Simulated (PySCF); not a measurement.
## Converging NaBi in the basis (PBE)

PySCF, UKS reference; triplet, unpaired electrons π ↑↑; De to Na + Bi without counterpoise correction.

| basis | relativity | functions | Re (Å) | ωe (cm⁻¹) | De (eV) | μ (D) |
| --- | --- | --- | --- | --- | --- | --- |
| def2-SVP | scalar-relativistic core potentials | 41 | 3.007 | 180 | 1.22 | -5.44 |
| def2-SVPD | scalar-relativistic core potentials | 50 | 3.007 | 182 | 1.24 | -5.49 |
| aug-cc-pVDZ/aug-cc-pVDZ-PP | scalar-relativistic core potentials | 59 | 3.010 | 181 | 1.22 | -5.60 |

How does each smaller set differ from the one with most functions, aug-cc-pVDZ/aug-cc-pVDZ-PP?

def2-SVP: -0.3 pm, -0.6 % in ωe, +0.00 eV in De; def2-SVPD: -0.3 pm, +0.6 % in ωe, +0.02 eV in De. All at PBE; the set with most functions is neither the basis-set limit nor always the best.

A positive dipole means Na(−)Bi(+). These are scalar-relativistic numbers at best; spin–orbit coupling would shift them, the dissociation energy most. The state was picked by a PBE0 search and need not be the measured ground state.
